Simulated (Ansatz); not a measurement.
Coupled-cluster diagnostics for Ti2H3⁺ (the lowest singlet isomer of a short search), Ansatz.

Geometry of the singlet (B3LYP-D4/def2-TZVP):

Cartesian coordinates in Å:
```
Ti -0.481 0.475 -0.850
Ti 0.824 -0.198 0.680
H -0.933 -0.753 0.464
H -0.154 1.329 0.716
H 0.744 -0.852 -1.010
```

Correlated methods freeze 10 core orbitals; core or outer-core shells of Ti are correlated, in sets that lack core-valence functions. At PBE0-D4/def2-TZVP a quintet of charge 1 lies 0.99 eV below the restricted singlet, each at its own geometry. At PBE0-D4/def2-TZVP a quintet of charge 1 lies 0.10 eV below the triplet, each at its own geometry. The structure comes from a short search, and lower isomers may exist.

Geometry of the charge 1 triplet (B3LYP-D4/def2-TZVP):

Cartesian coordinates in Å:
```
Ti 0.242 -0.122 1.178
Ti -0.271 0.132 -1.153
H 1.272 -0.443 -0.350
H -0.204 1.388 0.199
H -1.039 -0.955 0.127
```

(1) Estimate the CCSD(T) correlation energy, the shares of MP2 and (T), T1 and the reference's ⟨S²⟩ for: charge 1, singlet, own geometry in def2-TZVPP; charge 1, triplet, own geometry in def2-TZVPP; and the rough time on 4 threads of Arm Neoverse V1 on a shared host.

## Answers

(1) 
| state | basis | correlation (eV) | MP2 share (%) | (T) share (%) | T1 | ⟨S²⟩ (pure) | wall time | remarks |
| --- | --- | --- | --- | --- | --- | --- | --- | --- |
| charge 1, singlet, own geometry | def2-TZVPP | -27.163 | 105.2 | 7.6 | 0.037 | 0.00 (0.00) | 81 s | flagged by the program, restricted SCF unstable at other levels, stability undecided |
| charge 1, triplet, own geometry | def2-TZVPP | -20.857 | 86.7 | 4.1 | 0.041 | 2.95 (2.00) | 8.3 min | flagged by the program, spin-contaminated |
Customary marks for T1 are 0.02 (closed shells), 0.045 (open shells) and about 0.05 (3d metals). T1 exceeds 0.02 in 2 of 2 rows and 0.045 in 0; the higher it lies, the less the single-reference result can be trusted.
